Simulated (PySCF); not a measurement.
## Computed data sheet: `Nc1ccc2c(c1)C=CC2`

Compound: C9H9N.
Structure used (GFN2-xTB), in Å, numbered top down from 1:
```
atom  x, y, z in Å
N1     3.1786    0.6836    0.3001
C2     1.8760    0.2476    0.1207
C3     1.6136   -1.1119   -0.0675
C4     0.3167   -1.5871   -0.1749
C5    -0.7298   -0.6942   -0.0942
C6    -0.4767    0.6741    0.0919
C7     0.8162    1.1516    0.1985
C8    -1.7506    1.3658    0.1307
C9    -2.7437    0.4829   -0.0181
C10   -2.2105   -0.9089   -0.1739
H11    3.8976    0.0763   -0.0594
H12    3.3416    1.6616    0.1217
H13    2.4459   -1.7990   -0.1282
H14    0.1397   -2.6431   -0.3227
H15    1.0117    2.2050    0.3410
H16   -1.8507    2.4290    0.2619
H17   -3.7984    0.6960   -0.0299
H18   -2.5726   -1.5672    0.6202
H19   -2.5144   -1.3530   -1.1255
```

Some functional groups and rings: C=C double bond, benzene ring and amine.

**GFN2-xTB geometry**

* Rotational constants A, B, C of the GFN2-xTB geometry: 3.432, 1.040, 0.802 GHz

PBE0/pcSseg-1 ground state and GIAO shieldings, non-relativistic (PySCF):

- Dipole moment: 1.21 D
- HOMO energy: -5.61 eV
- LUMO energy: -0.50 eV
- HOMO–LUMO gap: 5.11 eV
- Lowest Hirshfeld atomic charge: -0.20 e on N1
- Highest Hirshfeld atomic charge: +0.13 e on H11/H12
- 13C chemical shifts (computed TMS as zero) by class: 151.8 (C6), 151.3 (C2), 143.2 (C9), 139.6 (C8), 137.6 (C5), 129.8 (C4), 113.7 (C3), 109.6 (C7), 42.2 (C10) ppm
- 1H chemical shifts (computed TMS as zero) by class: 7.50 (H14), 7.01 (H16), 6.85 (H15), 6.72 (H17), 6.58 (H13), 3.40 (H18/H19), 3.36 (H11/H12) ppm
- Isotropic shieldings of nuclei other than C and H, by class: 192 (N1) ppm
- Mayer bond orders between heavy atoms: N1–C2 1.14, C2–C3 1.35, C3–C4 1.46, C4–C5 1.45, C5–C6 1.34, C6–C7 1.39, C6–C8 1.08, C8–C9 1.77, C9–C10 1.06, C7–C2 1.34, C10–C5 1.03

Monoisotopic mass from the formula: 131.0735 u.

The rotational constants make it an asymmetric top with κ = (2B − A − C)/(A − C) = -0.82, nearer the prolate limit (−1). The dipole equals about 4.0 × 10⁻³⁰ C·m (1 D = 3.33564 × 10⁻³⁰ C·m). With B = h/(8π²I), that is 505.379 GHz u Å² over I, the principal moments of inertia are 147.2, 486.1 and 629.9 u Å² (most abundant isotopes).

Isolated species at its GFN2-xTB geometry, gas phase.
